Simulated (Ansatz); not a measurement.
Spectroscopic constants of AuH, closed-shell singlet (the spin of the measured ground state). No spin–orbit coupling.

```json
[
 {"level": "SVWN5/def2-TZVPP", "bond energy D_e (kJ/mol)": "365.6"},
 {"level": "PBE/def2-TZVPP", "bond energy D_e (kJ/mol)": "307.4"},
 {"level": "r2SCAN/def2-TZVPP", "bond energy D_e (kJ/mol)": "314.7"},
 {"level": "B97M-V/def2-TZVPP", "bond energy D_e (kJ/mol)": "293.8"},
 {"level": "B3LYP/def2-TZVPP", "bond energy D_e (kJ/mol)": "294.9"},
 {"level": "PBE0/def2-TZVPP", "bond energy D_e (kJ/mol)": "287.7"},
 {"level": "BHLYP/def2-TZVPP", "bond energy D_e (kJ/mol)": "270.1"},
 {"level": "CAM-B3LYP/def2-TZVPP", "bond energy D_e (kJ/mol)": "291.0"},
 {"level": "wB97X-V/def2-TZVPP", "bond energy D_e (kJ/mol)": "287.3"},
 {"level": "wB97M-V/def2-TZVPP", "bond energy D_e (kJ/mol)": "289.2"},
 {"level": "CCSD/def2-TZVPP", "bond energy D_e (kJ/mol)": "293.0"},
 {"level": "CCSD/def2-QZVPP", "bond energy D_e (kJ/mol)": "302.6"},
 {"level": "CCSD(T)/def2-TZVPP", "bond energy D_e (kJ/mol)": "303.3"},
 {"level": "CCSD(T)/def2-QZVPP", "bond energy D_e (kJ/mol)": "314.4"},
 {"level": "CCSD(T)/CBS(def2-TZVPP, def2-QZVPP)", "bond energy D_e (kJ/mol)": "320.7"}
]
```

The rows run from 270.1 (BHLYP/def2-TZVPP) to 365.6 kJ/mol (SVWN5/def2-TZVPP). From def2-TZVPP to def2-QZVPP CCSD(T) changes by 11.0. The 10 functionals in def2-TZVPP without D3 or D4 span 95.5, from BHLYP to SVWN5.

D_e counts from the fitted minimum to each atom's lowest state at the same level, without counterpoise. The singlet is restricted.

Correlated levels freeze the inner cores; with def2 sets outer-core shells near the valence are correlated too. CBS(a, b) extrapolates the correlation energy as X⁻³ and adds the Hartree–Fock energy of set b.

Codes used: Ansatz (Gaussian orbitals). Values without a source in brackets are computed. In def2 rows elements past Kr take small-core potentials, without spin–orbit coupling.

Ansatz is a first-principles code.
